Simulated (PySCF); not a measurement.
# Electronic structure of Ar⁺ (argon, charge +1) at the PBE0 level

Configuration: [Ne] 3s2 3p5, 2P determinant. All numbers are calculated (PySCF 2.14, no relativity, point nucleus, in def2-TZVP).

| Item | Value |
| --- | --- |
| Total energy | -526.7941 hartree |
| One-electron energy | -719.5833 hartree |
| Hartree (Coulomb) energy | 223.1593 hartree |
| Exchange-correlation energy | -30.3702 hartree |
| Kinetic energy | 526.26115 hartree |
| ⟨S²⟩ | 0.7537 |
| ⟨L²⟩ | 2.016 |
| Sum of ⟨r⟩ | 13.79 bohr |
| Sum of ⟨r²⟩ | 20.17 bohr² |
| Traceless quadrupole moment −½Σ⟨3z² − r²⟩ along its main axis | 1.09 e·bohr² |
| Density at the nucleus (Gaussians lack the cusp) | 3710 bohr⁻³ |
| Spin density at the nucleus | 0.150 bohr⁻³ |
| Langevin diamagnetic susceptibility | -16.0 ×10⁻⁶ cm³/mol |
| Time after the integrals | 0.32 s of wall time on 1 thread of Neoverse-N1 (shared host) |

```tsv
shell	electrons	mean orbital energy (hartree)	spread (hartree)	rms radius, mean of both spins (bohr)
1s α	1	-115.80179	0	0.0999
1s β	1	-115.79201	0	0.0999
2s α	1	-11.72777	0	0.452
2s β	1	-11.71918	0	0.452
2p α	3	-9.25256	0.03019	0.420
2p β	3	-9.23875	0.00411	0.420
3s α	1	-1.47731	0	1.48
3s β	1	-1.40656	0	1.48
3p α	3	-0.90166	0.07106	1.69
3p β	2	-0.85837	0	1.69
```
